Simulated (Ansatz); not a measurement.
Geometry optimisation, RKS PBE-D4/6-31G (Ansatz).

The input (input.yaml):

```yaml
crystal:
  periodic: [false, false, false]
  atoms:
    - { symbol: B, position_ang: [-1.2185, 2.2023, 0.8901] }
    - { symbol: "N", position_ang: [-1.4827, 0.7668, 0.5815] }
    - { symbol: Si, position_ang: [0.0198, 0.1231, -0.0971] }
    - { symbol: O, position_ang: [-0.061, -1.5581, -0.4073] }
    - { symbol: C, position_ang: [1.0779, -2.0696, -0.9363] }
    - { symbol: H, position_ang: [-0.4534, 2.6086, 1.6631] }
    - { symbol: H, position_ang: [-1.9361, 3.0556, 0.372] }
    - { symbol: H, position_ang: [-1.6057, 0.3111, 1.4908] }
    - { symbol: H, position_ang: [0.3844, 0.8446, -1.2903] }
    - { symbol: H, position_ang: [1.1389, 0.3234, 0.9159] }
    - { symbol: H, position_ang: [1.3287, -1.5723, -1.8626] }
    - { symbol: H, position_ang: [0.9725, -3.1377, -1.107] }
    - { symbol: H, position_ang: [1.8557, -1.9324, -0.1978] }
basis:
  gaussian: { orbitals: "6-31G" }
hamiltonian:
  xc: pbe
  dispersion: d4
relax:
  f_tol: 0.02
  max_steps: 50
```

Launched with:

```bash
$ ansatz run input.yaml --threads 1 --pin off --max-ram 2048MiB --backend cpu --events-out ev --progress --plain --runs-dir out
```

Task: Where does it end, and by what steps?

Result: It converged. Limits of this set-up: no polarisation functions. After 18 steps the energy has fallen by 2.280 eV; H6 moved furthest, 1.97 Å.

| step | energy less start (eV) | largest force component (eV/Å) | accepted |
| --- | --- | --- | --- |
| 0 | 0.0000 | 3.871 | yes |
| 1 | -0.6198 | 1.813 | yes |
| 2 | -0.8771 | 0.838 | yes |
| 3 | -1.1262 | 0.957 | yes |
| 4 | -1.3899 | 0.798 | yes |
| 5 | -1.6234 | 0.692 | yes |
| 6 | -1.8356 | 0.713 | yes |
| 7 | -2.0070 | 0.509 | yes |
| 8 | -2.1236 | 0.458 | yes |
| 9 | -2.2057 | 0.251 | yes |
| 10 | -2.2531 | 0.141 | yes |
| 11 | -2.2755 | 0.108 | yes |
| 12 | -2.2498 | 0.772 | no |
| 13 | -2.2776 | 0.029 | yes |
| 14 | -2.2763 | 0.206 | no |
| 15 | -2.2791 | 0.030 | yes |
| 16 | -2.2797 | 0.061 | yes |
| 17 | -2.2798 | 0.041 | yes |
| 18 | -2.2800 | 0.017 | yes |

```xyz
13
Properties=species:S:1:pos:R:3
B -1.597 2.122 0.872
N -0.759 1.006 1.122
Si 0.492 0.384 -0.011
O -0.027 -1.215 -0.491
C 0.902 -2.199 -1.031
H -2.415 2.444 1.697
H -1.467 2.734 -0.158
H -0.891 0.484 1.993
H 0.549 1.380 -1.146
H 1.841 0.230 0.680
H 1.151 -1.980 -2.086
H 0.399 -3.175 -0.980
H 1.843 -2.250 -0.446
```

Whether the end is a true minimum wasn't checked by a vibrational analysis.

The run took 52 s on 1 thread of Intel(R) Xeon(R) 6975P-C (Granite Rapids), with other jobs on the host, peak memory 0.21 GiB.
